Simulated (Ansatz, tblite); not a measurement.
Removing and adding an electron: the cluster KPt₃. Charge 0, multiplicity 2. Geometry: r2SCAN-D4/def2-SVP. Ansatz, gas phase; energy differences of separate SCF runs; the oxidised species is a singlet (the triplet lies 0.14 eV higher at PBE0-D4/def2-TZVP); the reduced species was run as a singlet alone.

Cartesian coordinates in Å:
```
K -0.064 1.238 1.707
Pt 0.710 0.644 -1.309
Pt -1.439 -0.478 -0.577
Pt 0.794 -1.404 0.180
```

In the def2 sets Pt takes a core potential; there is no spin–orbit coupling. The xTB rows come from tblite. The structure comes from a short search, and lower isomers may exist.

| level | −HOMO (eV) | vertical IE (eV) | −LUMO (eV) | vertical EA (eV) | HOMO–LUMO gap (eV) | IE − EA (eV) | remarks |
| --- | --- | --- | --- | --- | --- | --- | --- |
| GFN1-xTB | – | 11.84 | – | 7.15 | – | 4.69 | – |
| GFN2-xTB | – | 9.65 | – | 4.50 | – | 5.16 | – |
| PBE-D4/def2-TZVP | 3.68 | 6.34 | 3.01 | – | 0.67 | – | restricted singlet, untested (+1 singlet) |
| r2SCAN-D4/def2-TZVP | 3.79 | 6.32 | 2.64 | – | 1.15 | – | restricted singlet, untested (+1 singlet), spin-contaminated (⟨S²⟩ 0.89) (doublet) |
| PBE0-D4/def2-TZVP | 4.55 | 6.24 | 1.79 | – | 2.76 | – | restricted singlet, untested (+1 singlet) |

Run but left out: PBE-D4/def2-TZVPD (charge -1 singlet: an occupied level 0.06 eV above an empty one); r2SCAN-D4/def2-TZVPD, PBE0-D4/def2-TZVPD (charge -1 singlet: restricted singlet whose occupied levels cross empty ones at other levels, untested at these).  At PBE0-D4/def2-TZVP the lowest empty level of the doublet has α spin (-2.13 eV), and filling it gives a triplet, which wasn't run; the affinity to the singlet shown is then probably not the largest one. HOMO and LUMO are the levels of the spin that leaves or enters (xTB has no such levels and no spin-polarisation term). Other spin states of the ions may lie lower, which would lower the ionisation energy or raise the affinity. Raw xTB energy differences between charge states are shifted by several eV; the methods need an empirical correction for them.
